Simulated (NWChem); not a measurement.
Species: AlSiH$_{4}$Cl; SMILES [SiH3][AlH][Cl]

```xyz
7

Al    -0.7579    -0.1584     0.0022
Cl     0.4542    -1.8900     0.0000
H     -2.3220    -0.4128     0.0194
Si     0.3181     2.0403    -0.0011
H      0.1199     2.7057     1.3277
H     -0.3017     2.9252    -1.0396
H      1.7869     1.9494    -0.2669
```
Atoms are numbered in this order, from 1.

The geometry was optimised at PBE0/def2-SVP. B3LYP is NWChem's, with the RPA form of VWN correlation.

Task: Give the principal values of the shielding tensors (ppm) of Al1, Cl2, Si4 from B3LYP/IGLO-III, GIAO (NWChem), with their diamagnetic and paramagnetic parts as GIAO splits them.

Result: 
```json
[
 {"atom": "Al1", "σ11": "175.1", "σ22": "334.4", "σ33": "355.7", "isotropic": "288.4", "diamagnetic": "798.7", "paramagnetic": "-510.3"},
 {"atom": "Cl2", "σ11": "530.9", "σ22": "876.8", "σ33": "985.9", "isotropic": "797.9", "diamagnetic": "1149.6", "paramagnetic": "-351.7"},
 {"atom": "Si4", "σ11": "444.5", "σ22": "453.6", "σ33": "474.4", "isotropic": "457.5", "diamagnetic": "885.3", "paramagnetic": "-427.7"}
]
```
